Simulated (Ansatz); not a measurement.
Compare A (`OC1C[SiH2]N1`) with its isomer B (`C=NCO[SiH3]`).

Calculated with Ansatz (gas phase, PBE0-D4/def2-TZVP geometries, no zero-point term in ΔE). CBS: MP2 limit from def2 TZ/QZ plus the TZ coupled-cluster correction, frozen cores. Functionals use def2-TZVPP. B3LYP here is the variant with VWN-RPA as its local correlation; programs differ in this. One conformer a species, not always the lowest.

A:

```xyz
12

O    -0.959    1.761   -0.003
C    -0.589    0.473    0.426
C    -0.693   -0.511   -0.761
Si    1.099   -0.946   -0.404
N     0.825    0.319    0.730
H    -0.838    2.375    0.727
H    -1.225    0.179    1.273
H    -1.444   -1.288   -0.626
H    -0.889    0.025   -1.688
H     2.148   -0.710   -1.435
H     1.352   -2.305    0.158
H     1.212    0.628    1.604
```

B:

```xyz
12

C     0.6880    1.6578    1.4928
N     0.8542    1.7089    0.2459
C     0.3847    0.6433   -0.5746
O    -0.2441   -0.4015    0.1296
Si   -0.8346   -1.7591   -0.5859
H     0.1937    0.8266    2.0007
H     1.0566    2.4853    2.0972
H     1.2508    0.2591   -1.1305
H    -0.3106    1.0807   -1.3037
H     0.2473   -2.4866   -1.3055
H    -1.8998   -1.4179   -1.5689
H    -1.3863   -2.5967    0.5028
```

**Question.** Which is lower in electronic energy at CCSD(T)/CBS, and by how much? (Estimate.)

**Answer.** The calculation gave: A, by 4.9 kcal/mol.

**Question.** Give E(B) − E(A) in kcal/mol with PBE0-D4, CCSD/def2-TZVPP, MP2/def2-TZVPP, B2PLYP, B3LYP-D4, ωB97M-V, B3LYP. (Best estimate.)

**Answer.** The calculation gave: PBE0-D4 8.7, CCSD/def2-TZVPP 3.1, MP2/def2-TZVPP 6.4, B2PLYP 1.5, B3LYP-D4 0.8, ωB97M-V 6.1, B3LYP -0.3. The order is the other way round with B3LYP.

Largest T1 diagnostic: 0.012.

The D4 term adds +1.0 kcal/mol with B3LYP and +0.5 kcal/mol with PBE0; it sums over pairs of atoms, weighted by their polarisabilities, and B3LYP, whose exchange is more repulsive, gets the larger term. In def2-TZVPP, CCSD(T) changes the Hartree–Fock value by +7.4 kcal/mol (the triples alone add +0.2 kcal/mol) and MP2 by +10.6 kcal/mol.
